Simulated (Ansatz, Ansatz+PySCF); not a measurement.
```json
{"atom": "H", "x (Å)": "0.0000", "y (Å)": "0.0000", "z (Å)": "0.0000"}
{"atom": "H", "x (Å)": "0.0000", "y (Å)": "0.0000", "z (Å)": "1.0000"}
{"atom": "H", "x (Å)": "0.0000", "y (Å)": "0.0000", "z (Å)": "2.0000"}
{"atom": "H", "x (Å)": "0.0000", "y (Å)": "0.0000", "z (Å)": "3.0000"}
{"atom": "H", "x (Å)": "0.0000", "y (Å)": "0.0000", "z (Å)": "4.0000"}
{"atom": "H", "x (Å)": "0.0000", "y (Å)": "0.0000", "z (Å)": "5.0000"}
{"atom": "H", "x (Å)": "0.0000", "y (Å)": "0.0000", "z (Å)": "6.0000"}
{"atom": "H", "x (Å)": "0.0000", "y (Å)": "0.0000", "z (Å)": "7.0000"}
{"atom": "H", "x (Å)": "0.0000", "y (Å)": "0.0000", "z (Å)": "8.0000"}
{"atom": "H", "x (Å)": "0.0000", "y (Å)": "0.0000", "z (Å)": "9.0000"}
```

Basis set: STO-3G (spherical functions). All electrons are correlated. Charge 0, multiplicity 1.

Computed with Ansatz (development build ahead of 0.2.0); each method stands on the lowest determinant of its kind that the runs found. Restricted open shells among the atoms or ions are ROHF, correlated in semicanonical orbitals with singles.

The atomization energy at this shape (free ground-state atoms in the same class of orbitals less the molecule, no zero-point energy) of singlet H₁₀:

```
     method  atomization energy
UHF-CCSD(T)            19.30 eV
    RHF-MP2            17.82 eV
    UHF-MP2            17.25 eV
        UHF            15.30 eV
        RHF            14.92 eV
```

(1) What does RHF-CCSD(T) give?

Answers

(1) 19.43 eV. Caution for RHF-CCSD(T), RHF-MP2, RHF: an unrestricted determinant lies well below. Caution for RHF-CCSD(T), UHF-CCSD(T), RHF-MP2, UHF-MP2: bonds are stretched, where a single reference can fail. Caution for UHF-CCSD(T), UHF-MP2: another reference gives a lower total. Caution for UHF-CCSD(T), UHF-MP2, UHF: the determinant breaks the point group; the unrestricted determinant is spin contaminated. Caution for UHF-CCSD(T): the program doubts this total.

This basis has no polarisation functions and is too small for such energies, which can lie far from measured ones in either direction.
